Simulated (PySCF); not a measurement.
Structure problem from calculated spectra and properties.

Formula: CH12O3Si4.

| Property | Result |
| --- | --- |
| Rotational structure | rotational constants A, B, C: 0.995, 0.773, 0.609 GHz [PBE0-D3(BJ)/def2-SVP] |
| 13C NMR | chemical shifts (computed TMS as zero) by class: 0.8 (1 C) ppm [GIAO HF/pcSseg-1] |
| Valence photoelectron | vertical ionisation energy: 10.68 eV [ΔSCF CAM-B3LYP/def2-SVPD] |
| Dipole | 1.55 D [CAM-B3LYP/def2-SVPD] |
| UV, strongest line | among the 10 lowest singlet transitions: S9 at 8.62 eV (144 nm, f = 0.105) [TDDFT CAM-B3LYP/def2-SVPD] |
| NMR, other nuclei | isotropic shieldings of nuclei other than C and H, by class: 283 (1 O), 300 (2 O), 414 (1 Si), 439 (2 Si), 469 (1 Si) ppm [GIAO HF/pcSseg-1] |

The electronic properties come from PySCF, for the isolated species, density fitting. Levels stand in brackets. One conformer (not necessarily the lowest) at the PBE0-D3(BJ)/def2-SVP geometry, without solvent, vibrations or thermal averaging. NMR classes are plain means over equivalent atoms (diastereotopic ones count apart unless rotation or inversion swaps them), as if these changed places fast.

Problem. Give a SMILES that accounts for the data.

Solution. Numbering: `[CH3:1][SiH2:2][O:3][SiH:4]([O:5][SiH3:6])[O:7][SiH3:8]`. Its formula, CH12O3Si4, gives 0 degrees of unsaturation, so no ring and no π bond. The one carbon: Si-methyl carbon [C1] (0.8 ppm). The other shieldings belong to: 283 ppm, siloxane oxygen [O3]; 300 ppm, siloxane oxygen [O5/O7]; 414 ppm, oxygen-bound silicon [Si2]; 439 ppm, oxygen-bound silicon [Si6/Si8]; 469 ppm, oxygen-bound silicon [Si4]. The first electron is taken from the HOMO, whose largest Löwdin shares are 0.23 on a siloxane oxygen, 0.15 on an oxygen-bound silicon, 0.13 on a siloxane oxygen and 0.13 on an Si–H hydrogen. The optimised geometry has point group C1 and is an asymmetric top. Structure: `C[SiH2]O[SiH](O[SiH3])O[SiH3]`. The assignments are read from this structure; whether some other isomer fits the data as well wasn't checked.

The values belong to the conformer `[CH3:1][SiH2:2][O:3][SiH:4]([O:5][SiH3:6])[O:7][SiH3:8]`: C1–Si2–O3–Si4 -26°, Si2–O3–Si4–O5 -60°, O3–Si4–O5–Si6 65°, O3–Si4–O7–Si8 -127°.
